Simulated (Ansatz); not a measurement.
Input file for Ansatz (an electronic-structure program): R-PBE/def2-TZVPP on AlH3 (SMILES [AlH3]).

Ansatz 0.2 input:
```yaml
crystal:
  periodic: [false, false, false]
  atoms:
    - {symbol: Al, position_ang: [-0.00000007, 0.00000001, -0.00000000]}
    - {symbol: H, position_ang: [1.58767440, -0.14748165, -0.00159060]}
    - {symbol: H, position_ang: [-0.92155989, -1.30122631, 0.00100387]}
    - {symbol: H, position_ang: [-0.66611444, 1.44870796, 0.00058672]}
basis:
  gaussian:
    orbitals: def2-TZVPP
hamiltonian:
  xc: {name: PBE}
accuracy: high
phonons: {}
scf: {lower_state_search: off}
```

Q: Give the final energy of this run.

A: -244.0511 hartree.

Q: How many basis functions does it have, and what does it roughly cost on one machine?

A: 84 functions; roughly 16 core-seconds.
